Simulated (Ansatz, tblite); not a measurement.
Cost and result up the ladder for SnFH3 (SnH3F) (5 atoms). Charge 0, multiplicity 1. Geometry: B3LYP-D4/def2-TZVP.

```xyz
5

Sn    0.0336   -0.1251   -0.0104
F    -0.4682    1.7437    0.1448
H    -0.8363   -0.6936   -1.3624
H    -0.4524   -0.8254    1.4666
H     1.7233   -0.0996   -0.2386
```

Ansatz on 4 threads of Arm Neoverse V2 on a shared host; xTB runs through tblite on one thread. Times are rough, summed over both states, and most runs start from the orbitals of an earlier one. PBE0-D4/def2-TZVP serves as the yardstick here, not as an exact answer. The other state is a triplet.

In the def2 sets Sn takes a core potential; there is no spin–orbit coupling. The xTB rows come from tblite.

Run but left out: PBE-D4/def2-TZVP (triplet: an occupied level 0.11 eV above an empty one).

xTB has no spin-polarisation term.

| level | functions | wall time | vertical triplet (eV) | difference from PBE0-D4/def2-TZVP (eV) |
| --- | --- | --- | --- | --- |
| GFN2-xTB | 16 | 0.003 s | 6.24 | -0.36 |
| GFN1-xTB | 19 | 0.004 s | 7.25 | 0.65 |
| PBE0-D4/def2-TZVP | 99 | 3.6 s | 6.60 | 0.00 |
| r2SCAN-D4/def2-TZVP (with forces) | 99 | 4.6 s | 6.40 | -0.20 |
